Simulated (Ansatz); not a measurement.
C3H15GeNSi2, SMILES `C[Si](C)(C)[N]([SiH3])[GeH3]`, 22 atoms. Total charge 0; spin multiplicity 1. Correlated methods include outer-core shells of Ge, which these sets cover unevenly. Scalar relativity is left out up to krypton. Hardware: A = 4 threads of an AMD EPYC 7R13 on a shared host and a share of an NVIDIA H100 80 GB; B = 4 threads of an AMD EPYC 7R13 on a shared host. Correlated methods freeze the cores.

Task: Give the basis size and wall time and peak host memory of each of these runs in Ansatz. RHF-MP2/def2-QZVPP energy [A]; RKS PBE0-D4/def2-QZVPP energy [A]; RKS BHLYP-D4/def2-TZVPP energy [A]; RKS PBE0-D4/def2-SVP energy [B]; RKS ωB97X-V/def2-TZVPP energy [A]; RKS r2SCAN-D4/def2-TZVPP energy and forces [A]; RHF-CCSD(T)/def2-SVP energy [A]; RHF-CCSD(T)/def2-TZVPP energy [A]; RKS ωB97M-V/def2-SVP energy [B]; RKS PBE0-D4/def2-TZVPP energy [A]; direct RPA on PBE orbitals/def2-TZVPP energy [A]; RKS ωB97M-V/def2-QZVPP energy [A]. (An estimate is asked.)

Result: Ansatz gave: Other jobs shared the machine, so times are rough.

```tsv
level	job	functions	wall time	peak host memory (GiB)
RKS BHLYP-D4/def2-TZVPP	energy [A]	466	2.3 s	1.1
RKS ωB97X-V/def2-TZVPP	energy [A]	466	3.7 s	1.2
RHF-CCSD(T)/def2-SVP	energy [A]	199	3.9 s	1.1
RKS PBE0-D4/def2-TZVPP	energy [A]	466	4 s	1.1
RKS PBE0-D4/def2-SVP	energy [B]	199	5.5 s	1.1
RKS r2SCAN-D4/def2-TZVPP	energy and forces [A]	466	5.5 s	1.1
direct RPA on PBE orbitals/def2-TZVPP	energy [A]	466	6 s	2.5
RKS PBE0-D4/def2-QZVPP	energy [A]	907	7.5 s	1.5
RHF-MP2/def2-QZVPP	energy [A]	907	9 s	1.6
RKS ωB97M-V/def2-QZVPP	energy [A]	907	12 s	1.7
RKS ωB97M-V/def2-SVP	energy [B]	199	17 s	1.3
RHF-CCSD(T)/def2-TZVPP	energy [A]	466	34 s	1.1
```
